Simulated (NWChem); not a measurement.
System: C$_{2}$H$_{3}$AlClNO; SMILES [CH3][Al]([Cl])[N]=C=O

Here is an NWChem input.

```
start job
memory heap 200 mb stack 900 mb global 1100 mb
geometry units angstroms noautosym nocenter noautoz
  Al     0.457633     0.515567    -0.000802
  Cl    -1.149024     1.869313     0.000377
  C      2.300872     1.091898    -0.000095
  H      2.839237     0.672693    -0.866009
  H      2.818895     0.727992     0.902682
  H      2.396081     2.187283    -0.031856
  N      0.021320    -1.204290    -0.000258
  C     -0.322662    -2.355634     0.000064
  O     -0.648208    -3.476853     0.000348
end
basis spherical
  Al library def2-svp
  Cl library def2-svp
  C library def2-svp
  H library def2-svp
  N library def2-svp
  O library def2-svp
end
dft
  xc b3lyp
  iterations 150
  mulliken
end
task dft energy
esp
  recalculate
  probe 0.07
  range 0.3
  factor 1.0
  spacing 0.02
end
task esp
```

All runs use the structure optimised with PBE0/def2-SVP.

Atomic charges in e: unrestrained fits to the electrostatic potential beside Mulliken populations; buried atoms are poorly determined by the fit.

Atoms are numbered as in the input.

What results follow from this input? (B3LYP/def2-SVP.) Quantities: ESP Al1; Mulliken Al1; ESP Cl2; Mulliken Cl2; ESP C3; Mulliken C3; ESP N7; Mulliken N7; ESP C8; Mulliken C8; relative RMS misfit of the potential (%).

The ESP Al1 is 0.88 and the Mulliken Al1 is 0.74. The ESP Cl2 comes out as -0.31. The Mulliken Cl2 comes out as -0.27. The ESP C3 comes out as -0.49, the Mulliken C3 is -0.33 and the ESP N7 is -0.66. The Mulliken N7 comes out as -0.22. The ESP C8 is 0.68. The Mulliken C8 is 0.04 and the relative RMS misfit of the potential (%) is 26.
